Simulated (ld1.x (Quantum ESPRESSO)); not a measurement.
## titanium (Ti), RRKJ: configuration errors across variants

Ti, norm-conserving RRKJ (Kleinman–Bylander form), made with ld1.x (Quantum ESPRESSO) 7.5 (PBE, scalar-relativistic). Core [Ne] 3s2, reference 3p6 3d2 4s2 4p0. Waves: 4s (bound): rc 2.75 bohr; 3p (bound): rc 1.25 bohr; 3d (bound): rc 2.60 bohr. Local part: all-electron potential smoothed inside 1.35 bohr (lloc = -1). Core correction: Bessel-smoothed model core, default radius (core density twice the valence density). rho0 = 0.02.

All-electron excitation energies from the reference (eV): (1) 3p6 3d2 4s1 4p0 7.347; (2) 3p6 3d2 4s0 4p0 20.919; (3) 3p6 3d1 4s0 4p0 47.867; (4) 3p6 3d1 4s2 4p1 4.672; (5) 3p6 3d2 4s0 4p2 6.288; (6) 3p6 3d2 4s1 4p1 3.076; (7) 3p6 3d2 4s0 4p1 11.123.

The default core radius of the base comes out at 0.54 bohr.

4 further variants failed, have other tests or another functional or relativity, and are left out.

A true bound ghost makes a file unfit for plane-wave use even where its test errors are small: the radial tests pick states by their node count and pass the ghost by.

Errors AE − PS in meV (a dash: test not solved or not reliable):

```tsv
change	(1)	(2)	(3)	(4)	(5)	(6)	(7)	bound ghosts
base	-2.0	-33	+338	+279	-63	-25	-54	s
wave 3p (bound): rc 1.25 bohr becomes 3p (bound): rc 1.40 bohr	-2.0	-33	+338	+279	-62	-25	-53	s
wave 3d (bound): rc 2.60 bohr becomes 3d (bound): rc 2.32 bohr	-0.7	-13	+197	+136	-60	-24	-48	s
type TM; local potential the p channel; rho0 0	-2.5	-24	+251	+170	+4.8	+5.7	-1.8	s
local potential all-electron potential smoothed inside 2.62 bohr (lloc = -1)	+1.5	-36	+304	+45	-515	-221	-393	none
core correction Bessel-smoothed model core inside 1.56 bohr	-2.0	-33	+338	+279	-63	-25	-54	s
all radii but the core radius scaled by about 1.14 (s 3.12, p 1.42, d 2.96 bohr); local potential all-electron potential smoothed inside 1.54 bohr (lloc = -1)	-6.8	-87	+480	+510	-19	-3.6	-29	s
```

**Question.** Give the same row for: local potential the p channel.

**Answer.** -2.9, -33, +341, +319, +11, +7.2, +2.6; bound ghosts: s.
